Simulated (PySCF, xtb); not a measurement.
W(O)2(NH2)2 (H₄N₂O₂W), SMILES [W](=[O])([NH2])([NH2])=[O], multiplicity 1.

xtb 6.7.1 with GFN2-xTB at its own geometry gives an orbital gap of 4.29 eV and a dipole moment of 5.85 D.

Geometry: r2SCAN-D4/def2-SVP. The multiplicity is an assumed one; no other spin state was optimised. The structure was generated by enumeration; whether it is a known compound was not checked. The def2 effective core potentials stand for the cores of W; spin–orbit coupling is left out. Other conformers were not sampled.

### Question
What does PySCF with HF/def2-TZVP give? (An estimate is asked for; the answer gives what the named calculation found.)

### Answer
gap 13.42 eV (levels -11.28 and 2.14 eV), dipole 5.15 D.
